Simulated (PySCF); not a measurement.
## Adding and removing an electron: SbCl

UHF-MP2; PySCF, scalar-relativistic core potentials, basis sets Sb cc-pVDZ-PP with ECP28, Cl cc-pV(D+d)Z. Neutral (UHF): triplet (π ↑↑), Re = 2.378 Å, ωe = 367 cm⁻¹, De = 2.48 eV.

SbCl⁺ (UHF): doublet (π ↑), Re = 2.265 Å, ωe = 449 cm⁻¹, De = 2.94 eV to Sb⁺ + Cl. The energies at the minima are -699.01229 hartree for SbCl and -698.70069 for SbCl⁺.

Q: Work out the adiabatic ionisation energy, without and with harmonic zero-point energies (1 hartree = 27.2114 eV, 1 eV = 8065.5 cm⁻¹), and the change of the bond length.

A: At UHF-MP2: 0.31160 hartree = 8.479 eV between the minima; the zero-point term (449.0 − 367.0)/2 cm⁻¹ = +0.005 eV makes it 8.484 eV. Re changes by -11.3 pm against the neutral. The electron leaves a π orbital, and the shorter bond of the ion fits an antibonding orbital, or a change in how ionic the bond is.

Correlated steps freeze 9 core orbitals. Correlated levels converge slowly with the basis: in double zeta they bind strong bonds too weakly, by up to about 1 eV, and carry superposition errors of some tenths. These are scalar-relativistic numbers at best; spin–orbit coupling would shift them, the dissociation energy most. For an ion De counts to the pair picked by the measured ionisation energies or electron affinities, which need not be the lowest pair at this level. States were picked by a PBE0 search and need not be the measured ground states.
